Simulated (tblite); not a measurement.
Species: C6H8N (doublet state).
Numbering: `[H]/[N:7]=[CH:6]/[C@@H:4]([C:3]#[C:2][CH2:1])[CH3:5]` (hydrogens: H8, H9 on C1; H10 on C4; H11, H12, H13 on C5; H14 on C6; H15 on N7)

A start from a force field or distance geometry was refined with tblite, GFN2-xTB geometry optimisation, gas phase. Values at the start:

| coordinate | start |
| --- | --- |
| C1–C2 | 1.430 Å |
| C1–H8 | 1.086 Å |
| C1–H9 | 1.083 Å |
| C2≡C3 | 1.182 Å |
| C3–C4 | 1.488 Å |
| C4–C5 | 1.532 Å |
| C4–C6 | 1.511 Å |
| C4–H10 | 1.081 Å |
| C5–H11 | 1.088 Å |
| C6=N7 | 1.295 Å |
| C6–H14 | 1.105 Å |
| N7–H15 | 1.036 Å |
| C1–C2–C3 | 179.4° |
| C2–C3–C4 | 179.0° |
| C3–C4–C5 | 110.1° |
| C3–C4–C6 | 109.8° |
| C4–C6–N7 | 121.6° |
| C5–C4–C6 | 108.2° |
| C3–C4–C6–N7 | 129° |

Problem. How do these coordinates change at the GFN2-xTB level?

Solution. 
```
 coordinate  GFN2-xTB (Å or °)  change
      C1–C2              1.349  -0.081
      C2≡C3              1.224  +0.042
      C6=N7              1.253  -0.042
      C3–C4              1.447  -0.041
     N7–H15              1.017  -0.019
     C4–H10              1.095  +0.014
      C1–H8              1.075  -0.011
      C1–H9              1.075  -0.008
     C6–H14              1.099  -0.006
      C4–C6              1.508  -0.003
      C4–C5              1.532   0.000
     C5–H11              1.088   0.000
   C2–C3–C4              173.8    -5.2
   C3–C4–C6              105.0    -4.8
   C5–C4–C6              111.2    +3.0
   C3–C4–C5              111.9    +1.8
   C1–C2–C3              177.6    -1.8
   C4–C6–N7              120.0    -1.6
C3–C4–C6–N7                110     -19
```

The energy falls by 8.1 kcal/mol over 101 L-BFGS steps, the largest force on an atom goes from 6.40 to 0.005 eV/Å, and the atoms move by 0.252 Å rms after alignment. The bond that changes most is C1–C2 (ends: carbon bonded to C and 2 H; carbon bonded to 2 C), which shortens by 0.081 Å. Bonds longer at the end by more than 0.005 Å: 2 of 14; shorter: 8. Among the dihedrals that turn most is C3–C4–C6–N7, from 129° to 110°. Rotational constants go from 4982, 1363, 1125 to 4282, 1560, 1214 MHz.

Hardware: Arm Neoverse V2, one thread (shared host). Cost: 0.71 s wall.

Its GFN2-xTB frequencies are all real (lowest 53 cm⁻¹).

One conformer stands for the species.

The numbers are calculated, not measured.
